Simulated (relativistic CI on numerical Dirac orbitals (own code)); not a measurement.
Ligand-field terms of d3

Computed with a parametric ligand-field model of a d^n configuration (Racah B and C, spin-orbit zeta, crystal field), exact diagonalisation.

Field parameters in Wybourne normalisation: Td as Oh with Dq negative (B⁴₀ = 21Dq, B⁴₄ = √(5/14) B⁴₀). The field is a parameter set, without covalency.

B = 780 cm⁻¹, C = 3400 cm⁻¹ (C/B = 4.36), Td, no spin-orbit coupling. Tanabe-Sugano data, E/B above the lowest term (Δ = |10Dq|; b, c mark the second and third term of a kind):

| Δ/B | 4T1 | 4T2 | 4A2 | 4T1(b) | 2E | 2T1 | 2T2 |
| --- | --- | --- | --- | --- | --- | --- | --- |
| 1.0 | 0.00 | 0.81 | 1.81 | 15.62 | 17.39 | 17.66 | 17.46 |
| 1.9 | 0.00 | 1.55 | 3.45 | 16.21 | 17.20 | 18.00 | 17.76 |
| 2.8 | 0.00 | 2.31 | 5.11 | 16.83 | 16.72 | 18.21 | 18.00 |
| 3.7 | 0.00 | 3.09 | 6.80 | 17.48 | 16.08 | 18.34 | 18.20 |
| 4.6 | 0.00 | 3.87 | 8.47 | 18.14 | 15.35 | 18.40 | 18.36 |
| 5.5 | 0.00 | 4.66 | 10.16 | 18.82 | 14.58 | 18.43 | 18.49 |
| 6.4 | 0.00 | 5.46 | 11.86 | 19.52 | 13.78 | 18.43 | 18.58 |
| 7.3 | 0.00 | 6.27 | 13.56 | 20.24 | 12.96 | 18.43 | 18.66 |
| 8.2 | 0.00 | 7.09 | 15.30 | 20.98 | 12.11 | 18.41 | 18.71 |
| 9.1 | 0.00 | 7.91 | 17.01 | 21.72 | 11.26 | 18.38 | 18.76 |
| 10.0 | 0.00 | 8.74 | 18.74 | 22.47 | 10.41 | 18.35 | 18.79 |
| 10.9 | 0.00 | 9.57 | 20.46 | 23.24 | 9.55 | 18.33 | 18.81 |
| 11.8 | 0.00 | 10.40 | 22.20 | 24.01 | 8.69 | 18.29 | 18.83 |
| 12.7 | 0.00 | 11.25 | 23.96 | 24.80 | 7.81 | 18.26 | 18.84 |
| 13.6 | 0.00 | 12.10 | 25.70 | 25.59 | 6.94 | 18.23 | 18.85 |
| 14.5 | 0.00 | 12.94 | 27.44 | 26.39 | 6.07 | 18.20 | 18.85 |
| 15.4 | 0.00 | 13.79 | 29.19 | 27.19 | 5.19 | 18.17 | 18.85 |
| 16.3 | 0.00 | 14.65 | 30.94 | 28.00 | 4.32 | 18.15 | 18.85 |
| 17.2 | 0.00 | 15.51 | 32.72 | 28.82 | 3.43 | 18.12 | 18.85 |
| 18.1 | 0.00 | 16.37 | 34.47 | 29.64 | 2.55 | 18.09 | 18.85 |
| 19.0 | 0.00 | 17.23 | 36.23 | 30.46 | 1.67 | 18.07 | 18.85 |
| 19.9 | 0.00 | 18.09 | 37.99 | 31.29 | 0.79 | 18.04 | 18.84 |
| 20.8 | 0.09 | 19.05 | 39.84 | 32.21 | 0.00 | 18.11 | 18.93 |
| 21.7 | 0.98 | 20.82 | 42.52 | 33.95 | 0.00 | 18.98 | 19.82 |

The ground term changes from 4T1 to 2E between Δ/B = 19.9 and 20.8.
